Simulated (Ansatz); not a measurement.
The cluster Ge2H3, relaxed as a doublet with UKS r2SCAN-D4/def2-TZVP in Ansatz, starting from the GFN1-xTB geometry. Force threshold 0.02 eV/Å.

The structure comes from a short search, and lower isomers may exist.

Start:

```xyz
5

Ge    0.485   -0.366    0.012
Ge   -0.855    1.428    0.566
H     1.809   -0.486    0.708
H    -1.971    1.008   -0.412
H     0.532   -1.583   -0.874
```

```
step   energy (eV)  largest force component (eV/Å)  SCF passes
   1  -113082.9920                           0.868          16
   2  -113083.1141                           0.203          19
   3  -113083.1269                           0.097          20
   4  -113083.1301                           0.081          21
   5  -113083.1317                           0.034          20
   6  -113083.1319                           0.004          14
```

Force components are those of the run's own axes.

End:

```
atom    x (Å)    y (Å)    z (Å)
 Ge1   0.5486  -0.3355   0.0732
 Ge2  -0.9156   1.4986   0.5837
  H3   1.9291  -0.5406   0.7382
  H4  -1.9341   0.8895  -0.4794
  H5   0.3720  -1.5121  -0.9158
```

By distances, no bond broke or formed. The bond that changes most is Ge1–Ge2, from 2.31 to 2.40 Å (atoms count from 1).

No frequencies were taken in this run, so the end may be a saddle point.

Run time 18 s (2 threads of Arm Neoverse V2 on a shared host).
